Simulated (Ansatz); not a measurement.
Sn2F⁺, relaxed as a singlet with RKS r2SCAN-D4/def2-TZVP in Ansatz, starting from the GFN1-xTB geometry. Force threshold 0.02 eV/Å.

In the def2 sets Sn takes a core potential; there is no spin–orbit coupling. The structure comes from a short search, and lower isomers may exist.

Start:

```xyz
3

Sn    1.141   -0.416    0.201
Sn   -1.909   -0.700    0.712
F     0.768    1.116   -0.913
```

| step | energy (eV) | largest force component (eV/Å) | SCF passes |
| --- | --- | --- | --- |
| 1 | -14377.5281 | 0.488 | 22 |
| 2 | -14377.6178 | 0.288 | 28 |
| 3 | -14377.7148 | 0.554 | 27 |
| 4 | -14377.9056 | 0.905 | 28 |
| 5 | -14378.2111 | 0.836 | 27 |
| 6 | -14378.3802 | 0.377 | 27 |
| 7 | -14378.3834 | 0.314 | 21 |
| 8 | -14378.3927 | 0.024 | 22 |
| 9 | -14378.3928 | 0.003 | 23 |

Force components are those of the run's own axes.

End:

```xyz
3

Sn    1.4594   -0.5310    0.2568
Sn   -1.5029   -0.2920    0.3655
F     0.0435    0.8230   -0.6223
```

Bonds formed: Sn2–F3 (atoms count from 1). The end is the same structure that another start reached, the lowest one found.

No frequencies were taken in this run, so the end may be a saddle point.

Run time 12 s (4 threads of Arm Neoverse V2 on a shared host).
